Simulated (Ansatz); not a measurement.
Species: SiHCl$_{2}$F, charge 0, singlet. SiHCl2F (dichloro(fluoro)silane, SMILES F[SiH](Cl)Cl).
B3LYP-D3(BJ)/def2-TZVP minimum from Ansatz (a first-principles code):
```xyz
5

Si     0.0077     0.4534     0.3321
F     -0.1024     1.6736    -0.6764
Cl    -1.6436    -0.7137     0.1070
Cl     1.6865    -0.6027    -0.1223
H      0.0846     0.9679     1.6982
```

Total energies in cc-pV(D+d)Z, 26 correlated electrons, 16 frozen orbitals. Radicals and triplets start from unrestricted determinants; spin-orbit coupling is neglected. Correlated methods leave the cores frozen. No relativity.

```json
[
 {"method": "HF", "program": "Ansatz", "energy (Eh)": "-1308.13995", "minus CCSDT(Q) (mEh)": "602.21"},
 {"method": "MP2", "program": "Ansatz", "energy (Eh)": "-1308.69297", "minus CCSDT(Q) (mEh)": "49.19"},
 {"method": "CCSD", "program": "Ansatz", "energy (Eh)": "-1308.72766", "minus CCSDT(Q) (mEh)": "14.50"},
 {"method": "CCSD(T)", "program": "Ansatz", "energy (Eh)": "-1308.74005", "minus CCSDT(Q) (mEh)": "2.11"},
 {"method": "CCSDT(Q)", "program": "Ansatz", "energy (Eh)": "-1308.74216", "minus CCSDT(Q) (mEh)": "0.00"}
]
```

Rough core times of Ansatz's runs on a shared machine: CCSD(T) under 20 s, CCSDT(Q) 10 min.
